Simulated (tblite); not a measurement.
aniline (C6H7N), singlet, at a GFN2-xTB geometry; IPEA1-xTB in tblite 0.6.0.

Input for tblite:
```
$ tblite run mol.xyz --method ipea1 --charge 0 --spin 0 --json tblite.json --no-restart

# file mol.xyz
14

N      2.26898850    -0.34589154     0.26581677
C      0.91756321    -0.12718200     0.07978234
C      0.32384857     1.05784892     0.51488921
C     -1.03918263     1.24264988     0.39414758
C     -1.83576132     0.25579586    -0.16255361
C     -1.25309513    -0.92291663    -0.59783701
C      0.10910245    -1.11615687    -0.48096117
H      2.68780582    -1.05943881    -0.30846466
H      2.83930297     0.47425910     0.39407885
H      0.94292242     1.83040004     0.94949780
H     -1.48309267     2.16698132     0.73495964
H     -2.90066566     0.40457570    -0.25771264
H     -1.86492136    -1.69850304    -1.03570909
H      0.56087799    -2.03726852    -0.82217146
```

Write the output that tblite gives for this input, abridged.


```
xTB calculator
 | screened Coulomb repulsion
 | Coulomb electrostatics
 |  * isotropic Klopman-Ohno-Mataga-Nishimoto electrostatics
 |  * onsite third-order electrostatics
 | DFT-D3(BJ) dispersion correction

halogen bonding energy    0.0000000000000E+00 Eh
repulsion energy          4.8017726923477E-01 Eh
dispersion energy        -5.8513084139203E-03 Eh
number of electrons       3.6000000000000E+01 e
integral cutoff           4.0000000000000E+01 bohr

------------------------------------------------------------
  cycle        total energy    energy error   density error
------------------------------------------------------------
      1     -22.06413103118  -2.2538457E+01   6.0057014E-01
      2     -22.15692961215  -9.2798581E-02   3.4513804E-01
      3     -21.96811265113   1.8881696E-01   1.8951066E-01
      4     -22.16610195586  -1.9798930E-01   5.9790456E-02
      5     -22.18810324288  -2.2001287E-02   1.5874297E-02
      6     -22.19002241979  -1.9191769E-03   2.1957527E-03
      7     -22.19004798408  -2.5564293E-05   6.1267809E-04
      8     -22.19005053835  -2.5542704E-06   2.1593814E-04
      9     -22.19005065668  -1.1832819E-07   9.6043400E-05
     10     -22.19005071004  -5.3358967E-08   2.6373128E-05
     11     -22.19005071532  -5.2824483E-09   1.8737505E-06
------------------------------------------------------------

electronic energy        -2.2664376676142E+01 Eh
total energy             -2.2190050715321E+01 Eh

Post processing:
 | Mayer-Wiberg bond orders

[Info] JSON dump of results written to 'tblite.json'
```
